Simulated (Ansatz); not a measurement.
Conformers of C$_{5}$H$_{8}$Se, SMILES `C=CC[Se]C=C`, each relaxed with PBE0-D4/def2-TZVP in Ansatz. CBS adds the triple-zeta coupled-cluster correction to the MP2 limit.

Outer-core shells of Se are correlated without core-valence functions. Scalar relativity is left out up to krypton. Spin–orbit coupling is left out.

Not all of them had a frequency check.

Conformer A:

Cartesian coordinates in Å:
```
C 0.282 -0.822 -1.871
C 0.902 0.174 -1.253
C 1.409 0.114 0.141
Se 0.688 1.535 1.277
C -1.068 0.917 1.570
C -1.625 -0.224 1.187
H -0.063 -0.725 -2.893
H 0.100 -1.773 -1.379
H 1.064 1.113 -1.774
H 2.485 0.302 0.180
H 1.216 -0.848 0.618
H -1.634 1.645 2.143
H -1.102 -0.970 0.604
H -2.655 -0.437 1.450
```

Conformer B:

Z-matrix (Å, degrees):
```
C
C 1 1.480
Se 1 1.968 2 111.7
H 1 1.092 2 111.9 3 -115.1
H 1 1.090 2 112.3 3 122.1
C 2 1.328 1 124.1 3 -113.6
H 2 1.087 1 116.1 3 64.6
C 3 1.889 1 97.6 2 61.2
H 6 1.084 2 121.5 1 179.3
H 6 1.086 2 121.4 1 -1.4
C 8 1.326 3 124.0 1 154.7
H 8 1.086 3 114.0 1 -28.7
H 11 1.084 8 120.3 3 175.7
H 11 1.084 8 122.5 3 -3.7
```

(1) Which is lowest in electronic energy at CCSD(T)/CBS (frozen core, def2 sets), and by how much? (Estimate.)

(2) Give the energies relative to B (kJ/mol) with PBE-D4/def2-TZVPP, r2SCAN-D4/def2-TZVPP, ωB97X-V/def2-TZVPP, HF/def2-TZVPP, MP2/def2-TZVPP, HF/def2-QZVPP, SCS-MP2/def2-QZVPP. (An estimate is asked.)

Results:

(1) Computed: B; A lies 1.6 kJ/mol higher. Gaps under about 2 kJ/mol don't settle the order.

(2) Ansatz gave: 
```
               level    A
   PBE-D4/def2-TZVPP  1.7
r2SCAN-D4/def2-TZVPP  1.5
  ωB97X-V/def2-TZVPP  1.7
       HF/def2-TZVPP  5.2
      MP2/def2-TZVPP  1.6
       HF/def2-QZVPP  5.1
  SCS-MP2/def2-QZVPP  2.3
```
